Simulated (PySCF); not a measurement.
## Working out the excitation energy of S

S [Ne] 3s2 3p4 (3P) → S [Ne] 3s1 3p4 4s1 (5P). Calculation: PySCF 2.14, in aug-cc-pV(T+d)Z; the non-relativistic Hamiltonian (point nucleus). Frozen: [Ne]. Energies in hartree (1 hartree = 27.21139 eV):

| part | S (lower) | S (upper) |
| --- | --- | --- |
| UHF | -397.509982 | -396.904087 |
| MP2 opposite-spin | -0.091205 | -0.075308 |
| MP2 same-spin | -0.027538 | -0.032819 |

Q: What does Hartree-Fock give?

A: (-396.904087) − (-397.509982) = 0.605895 hartree = 16.487 eV.

Q: What do MP2 and SCS-MP2 (6/5 opposite-spin, 1/3 same-spin) give?

A: The opposite-spin parts differ by 0.433 eV and the same-spin parts by -0.144 eV. MP2: 16.487 + (0.433) + (-0.144) = 16.776 eV. SCS-MP2: 16.487 + 1.2 × (0.433) + (-0.144)/3 = 16.959 eV.

The upper state lies above the first ionisation limit, where it may autoionise and the basis confines it. A Rydberg-like electron needs more diffuse functions than a valence basis has.
